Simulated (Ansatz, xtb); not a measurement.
**H8InNSi: which of two structures lies lower**

Structure I: a singlet given by its coordinates. Structure II: `[NH3+][InH2-][SiH3]`, a singlet. Both are isolated molecules in the gas phase, relaxed with PBE0-D4/def2-SVP.

I (Å):

```csv
atom,x (Å),y (Å),z (Å)
In,1.6681,-0.6993,0.7130
N,-0.6984,-0.4451,0.2324
Si,-1.0166,0.9599,-0.8257
H,-2.4797,1.0938,-1.1049
H,-0.2846,0.7221,-2.0966
H,-0.5326,2.1658,-0.1052
H,-1.1440,-0.3795,1.1483
H,-0.9787,-1.3382,-0.1741
H,1.5296,-0.5304,2.4412
H,2.1694,0.6826,-0.2273
H,1.8329,-2.2886,0.0193
```

Close contacts (Å): In1–N2 2.43, N2–Si3 1.79, In1–H9 1.74, In1–H10 1.75, In1–H11 1.74, N2–H7 1.02, N2–H8 1.02, Si3–H4 1.50, Si3–H5 1.49, Si3–H6 1.49.

II (Å):

```yaml
atoms:
  - { symbol: In, position_ang: [-0.3661, 1.4362, 0.3415] }
  - { symbol: N, position_ang: [-2.1045, -0.2181, 0.3209] }
  - { symbol: Si, position_ang: [1.5286, -0.1409, -0.4576] }
  - { symbol: H, position_ang: [-3.0080, 0.1923, 0.5557] }
  - { symbol: H, position_ang: [-2.1939, -0.6484, -0.5993] }
  - { symbol: H, position_ang: [-1.9242, -0.9645, 0.9917] }
  - { symbol: H, position_ang: [-0.4922, 1.8290, 2.0345] }
  - { symbol: H, position_ang: [-1.1070, 2.4965, -0.8275] }
  - { symbol: H, position_ang: [1.9303, -1.1584, 0.5729] }
  - { symbol: H, position_ang: [1.1148, -0.9362, -1.6666] }
  - { symbol: H, position_ang: [2.7825, 0.5848, -0.8467] }
```

Question: Estimate E(II) − E(I) at the level CCSD(T)/def2-SVP + ΔMP2/def2-TZVPP.

Answer: Too close to call at this level: CCSD(T)/def2-SVP + ΔMP2/def2-TZVPP gives E(II) − E(I) = −0.90 kcal/mol.

How the difference moves with the method:

```csv
level,geometry,E(II) − E(I) (kcal/mol),departure from the last row (kcal/mol),"job, with rough time for the two"
PBE0-D4/def2-SVP,PBE0-D4/def2-SVP,−4.64,−3.74,"optimisation, 2.2 min"
HF/def2-SVP,PBE0-D4/def2-SVP,−0.15,+0.75,part of the CCSD(T) run
MP2/def2-SVP,PBE0-D4/def2-SVP,−1.19,−0.28,part of the CCSD(T) run
CCSD(T)/def2-SVP,PBE0-D4/def2-SVP,−2.29,−1.39,single point
CCSD(T)/def2-SVP + ΔMP2/def2-TZVPP,PBE0-D4/def2-SVP,−0.90,,"single point, 27 s"
```

The largest departure from CCSD(T)/def2-SVP + ΔMP2/def2-TZVPP is that of PBE0-D4/def2-SVP, 3.74 kcal/mol. Levels run at GFN2-xTB geometries aren't shown. The last row adds to CCSD(T) the change of the MP2 difference between the two basis sets, here +1.39 kcal/mol.

With harmonic frequencies from PBE0-D4/def2-SVP (ideal gas, rigid rotor, one conformer each, 298.15 K, 1 atm): on the last row, ΔE + ΔZPE = +1.06 kcal/mol. A mode under 50 cm⁻¹ makes harmonic enthalpies and free energies unreliable, so none is given.

The correlated steps freeze 10 core orbitals; the filled d shell of In is correlated, in a basis made for valence electrons. Atoms past krypton carry core potentials in the def2 sets and no spin–orbit term is included. Codes used: Ansatz 0.2.0; the last row on 2 threads of Arm Neoverse V2 on a shared host.
